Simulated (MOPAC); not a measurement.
A run for MOPAC: PM3 on C4H8O (a complex), monomers drawn apart or pushed together.

```
PM3 1SCF PRECISE CHARGE=0 THREADS=1
C4H8O

C     -1.46575172 1    -0.15330927 1     0.90155370 1
O     -0.45282755 1    -0.35188235 1     0.45449723 1
C      0.78378078 1     1.54743090 1     6.29284331 1
C      1.41940679 1     0.16264350 1     6.20372606 1
C      0.46266871 1    -0.95269335 1     6.61634950 1
H      1.48125720 1     2.33018471 1     5.98867811 1
H     -0.09826395 1     1.61774496 1     5.65121419 1
H      0.46150006 1     1.76530940 1     7.31412218 1
H      2.31109983 1     0.12999841 1     6.83669114 1
H      1.76814531 1    -0.01434494 1     5.18227628 1
H      0.93338207 1    -1.93469623 1     6.54025782 1
H      0.12954589 1    -0.82077978 1     7.64880749 1
H     -0.42945350 1    -0.95973247 1     5.98491883 1
```

Output:

```
*******************************************************************************
 **                                                                           **
 **                              MOPAC v23.2.5                                **
 **                                                                           **
 *******************************************************************************
 ** MOPAC's Digital Object Identifier: https://doi.org/10.5281/zenodo.6511958 **
 **                                                                           **
 ** Please cite the open-source release paper for use of this MOPAC version:  **
 ** J. E. Moussa and J. J. P. Stewart (2026)                                  **
 ** MOPAC: An open-source semiempirical molecular orbital program             **
 ** J. Open Source Softw., 11(119), 8025, https://doi.org/10.21105/joss.08025 **
 *******************************************************************************

                              PM3 CALCULATION RESULTS

 *******************************************************************************
 *  PM3        - The PM3 Hamiltonian to be used
 *
 *
 *
 *                 CHARGE ON SYSTEM = 0
 *
 *
 *
 *  PRECISE    - TIGHTER CRITERIA TO BE USED
 *  1SCF       - DO 1 SCF AND THEN STOP
 *  THREADS=1  - MULTI-THREADING NOT USED
 *  T=         - A TIME OF 172800.0 SECONDS REQUESTED
 *  DUMP=N     - RESTART FILE WRITTEN EVERY 7200.0 SECONDS REQUESTED
 *******************************************************************************
PM3 1SCF PRECISE CHARGE=0 THREADS=1
 C4H8O

   ATOM   CHEMICAL          X               Y               Z
  NUMBER   SYMBOL      (ANGSTROMS)     (ANGSTROMS)     (ANGSTROMS)

     1       C         -1.46575172  *  -0.15330927  *   0.90155370  *
     2       O         -0.45282755  *  -0.35188235  *   0.45449723  *
     3       C          0.78378078  *   1.54743090  *   6.29284331  *
     4       C          1.41940679  *   0.16264350  *   6.20372606  *
     5       C          0.46266871  *  -0.95269335  *   6.61634950  *
     6       H          1.48125720  *   2.33018471  *   5.98867811  *
     7       H         -0.09826395  *   1.61774496  *   5.65121419  *
     8       H          0.46150006  *   1.76530940  *   7.31412218  *
     9       H          2.31109983  *   0.12999841  *   6.83669114  *
    10       H          1.76814531  *  -0.01434494  *   5.18227628  *
    11       H          0.93338207  *  -1.93469623  *   6.54025782  *
    12       H          0.12954589  *  -0.82077978  *   7.64880749  *
    13       H         -0.42945350  *  -0.95973247  *   5.98491883  *



          CARTESIAN COORDINATES

    NO.       ATOM           X           Y           Z

     1         C         -1.4658     -0.1533      0.9016
     2         O         -0.4528     -0.3519      0.4545
     3         C          0.7838      1.5474      6.2928
     4         C          1.4194      0.1626      6.2037
     5         C          0.4627     -0.9527      6.6163
     6         H          1.4813      2.3302      5.9887
     7         H         -0.0983      1.6177      5.6512
     8         H          0.4615      1.7653      7.3141
     9         H          2.3111      0.1300      6.8367
    10         H          1.7681     -0.0143      5.1823
    11         H          0.9334     -1.9347      6.5403
    12         H          0.1295     -0.8208      7.6488
    13         H         -0.4295     -0.9597      5.9849

  H: (PM3): J. J. P. STEWART, J. COMP. CHEM. 10, 209 (1989).
  C: (PM3): J. J. P. STEWART, J. COMP. CHEM. 10, 209 (1989).
  O: (PM3): J. J. P. STEWART, J. COMP. CHEM. 10, 209 (1989).

           Empirical Formula: C4 H8 O  =    13 atoms



      MOLECULAR POINT GROUP   :   Cs


      RHF CALCULATION, NO. OF DOUBLY OCCUPIED LEVELS = 15


 -------------------------------------------------------------------------------
 PM3 1SCF PRECISE CHARGE=0 THREADS=1
 C4H8O



     1SCF WAS SPECIFIED, SO BFGS WAS NOT USED
     SCF FIELD WAS ACHIEVED


                              PM3 CALCULATION
                                                       MOPAC v23.2.5 Linux




          FINAL HEAT OF FORMATION =        -42.85627 KCAL/MOL =    -179.31063 KJ/MOL


          COSMO AREA              =        152.74 SQUARE ANGSTROMS
          COSMO VOLUME            =        124.64 CUBIC ANGSTROMS

          IONIZATION POTENTIAL    =         11.594912 EV
          HOMO LUMO ENERGIES (EV) =        -11.595  1.073
          NO. OF FILLED LEVELS    =         15
          MOLECULAR WEIGHT        =         72.1066         POINT GROUP:  Cs

          MOLECULAR DIMENSIONS (Angstroms)

            Atom       Atom       Distance
            H     8    O     2     7.23692
            H    11    H     6     4.26181
            C     1    H     9     3.15920


          SCF CALCULATIONS        =          1





   ATOM   CHEMICAL          X               Y               Z
  NUMBER   SYMBOL      (ANGSTROMS)     (ANGSTROMS)     (ANGSTROMS)

     1       C         -1.46575172  *  -0.15330927  *   0.90155370  *
     2       O         -0.45282755  *  -0.35188235  *   0.45449723  *
     3       C          0.78378078  *   1.54743090  *   6.29284331  *
     4       C          1.41940679  *   0.16264350  *   6.20372606  *
     5       C          0.46266871  *  -0.95269335  *   6.61634950  *
     6       H          1.48125720  *   2.33018471  *   5.98867811  *
     7       H         -0.09826395  *   1.61774496  *   5.65121419  *
     8       H          0.46150006  *   1.76530940  *   7.31412218  *
     9       H          2.31109983  *   0.12999841  *   6.83669114  *
    10       H          1.76814531  *  -0.01434494  *   5.18227628  *
    11       H          0.93338207  *  -1.93469623  *   6.54025782  *
    12       H          0.12954589  *  -0.82077978  *   7.64880749  *
    13       H         -0.42945350  *  -0.95973247  *   5.98491883  *

                             CARTESIAN COORDINATES

   1    C       -1.465751720    -0.153309270     0.901553700
   2    O       -0.452827550    -0.351882350     0.454497230
   3    C        0.783780780     1.547430900     6.292843310
   4    C        1.419406790     0.162643500     6.203726060
   5    C        0.462668710    -0.952693350     6.616349500
   6    H        1.481257200     2.330184710     5.988678110
   7    H       -0.098263950     1.617744960     5.651214190
   8    H        0.461500060     1.765309400     7.314122180
   9    H        2.311099830     0.129998410     6.836691140
  10    H        1.768145310    -0.014344940     5.182276280
  11    H        0.933382070    -1.934696230     6.540257820
  12    H        0.129545890    -0.820779780     7.648807490
  13    H       -0.429453500    -0.959732470     5.984918830


           Empirical Formula: C4 H8 O  =    13 atoms



      MOLECULAR POINT GROUP   :   Cs


                  EIGENVALUES
 -40.29368 -36.53211 -27.22881 -21.24117 -20.68920 -16.27655 -16.27646 -16.02440
 -15.36301 -14.21301 -13.16962 -12.99935 -12.49746 -12.27893 -11.59491   1.07280
   1.07307   3.64810   3.88481   4.04737   4.11050   4.42346   4.48518   4.52817
   4.98572   5.05383   5.05571   6.13123


              NET ATOMIC CHARGES AND DIPOLE CONTRIBUTIONS

  ATOM NO.   TYPE          CHARGE      No. of ELECS.   s-Pop       p-Pop
    1          C           0.154685        3.8453     1.83735     2.00796
    2          O          -0.154684        6.1547     1.81457     4.34012
    3          C          -0.108396        4.1084     1.13842     2.96997
    4          C          -0.094365        4.0944     1.15566     2.93870
    5          C          -0.108396        4.1084     1.13842     2.96997
    6          H           0.037475        0.9625     0.96253
    7          H           0.036829        0.9632     0.96317
    8          H           0.037016        0.9630     0.96298
    9          H           0.044696        0.9553     0.95530
   10          H           0.043837        0.9562     0.95616
   11          H           0.037474        0.9625     0.96253
   12          H           0.037017        0.9630     0.96298
   13          H           0.036812        0.9632     0.96319
 DIPOLE           X         Y         Z       TOTAL
 POINT-CHG.    -0.730     0.145     0.332     0.815
 HYBRID         0.951    -0.187    -0.421     1.057
 SUM            0.221    -0.042    -0.090     0.243


          ATOMIC ORBITAL ELECTRON POPULATIONS

     Atom    s        px        py        pz
    1  C   1.83735   0.85862   0.54957   0.59978
    2  O   1.81457   1.42367   1.46128   1.45517
    3  C   1.13842   0.99953   0.96104   1.00941
    4  C   1.15566   0.98087   0.94890   1.00893
    5  C   1.13842   0.98835   0.97573   1.00589
    6  H   0.96253
    7  H   0.96317
    8  H   0.96298
    9  H   0.95530
   10  H   0.95616
   11  H   0.96253
   12  H   0.96298
   13  H   0.96319

 **********************
 *                    *
 * JOB ENDED NORMALLY *
 *                    *
 **********************




 == MOPAC DONE ==
```

The run finished.

Cost: around 0.020 core-seconds (rough).
